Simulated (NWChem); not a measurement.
System: C2H6AlFO; SMILES C[O][Al]([CH3])[F]

```xyz
11

Al    -0.0492     0.4856     0.0001
F     -1.7056     0.6879     0.0000
C      1.1313     2.0138    -0.0001
H      2.1884     1.7093     0.0052
H      0.9513     2.6500     0.8816
H      0.9586     2.6437    -0.8878
O      0.5500    -1.0916     0.0001
C      0.1163    -2.4107    -0.0001
H      0.4959    -2.9454     0.8888
H     -0.9855    -2.5022    -0.0003
H      0.4962    -2.9452    -0.8890
```
Atoms are numbered in this order, from 1.

Program: NWChem. All runs use the structure optimised with PBE0/def2-SVP.

**Question.** What does the run give for B3LYP/def2-SVP? Quantities: highest occupied level (eV); orbital gap (eV); dipole (D).

**Answer.** 
```yaml
highest occupied level (eV): -7.80
orbital gap (eV): 7.56
dipole (D): 1.07
```
